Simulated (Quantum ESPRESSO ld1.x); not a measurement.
Results of a calculation; reference values are marked as such.
Q: All-electron atom: Nb2+ in [Kr] 4d1.5 5p1.5 (fractional occupations, a model configuration). Level of theory: Dirac Kohn-Sham, BLYP, spin-unpolarised, spherical densities, point nucleus; open shells fill j = l - 1/2 first (ld1.x of Quantum ESPRESSO 7.5). Some entries of the table are withheld. Estimate them.

orbital,occ.,eigenvalue (hartree),r(max) (bohr),<1/r> (bohr^-1)
1s1/2,2,-691.946,0.023,42.40
2s1/2,2,-97.5815,0.133,9.625
2p1/2,2,-89.6387,0.104,9.602
2p3/2,4,-86.1170,0.108,9.165
3s1/2,2,-17.0491,0.395,3.275
3p1/2,2,-14.0602,0.382,3.172
3p3/2,4,-13.4895,0.392,3.067
3d3/2,4,-8.21004,0.334,2.872
3d5/2,6,-8.10374,0.336,2.845
4s1/2,2,-3.04333,1.02,(1)
4p1/2,2,-2.20255,1.10,1.078
4p3/2,4,-2.12069,1.12,1.049
4d3/2,1.5,-0.89993,1.39,(2)
4d5/2,0,-0.89133,1.40,(3)
5p1/2,1.5,-0.54600,3.04,0.3842
5p3/2,0,-0.53451,3.08,0.3768

A: 
(1) 4s1/2 <1/r> (bohr^-1): 1.193
(2) 4d3/2 <1/r> (bohr^-1): 0.7663
(3) 4d5/2 <1/r> (bohr^-1): 0.7601
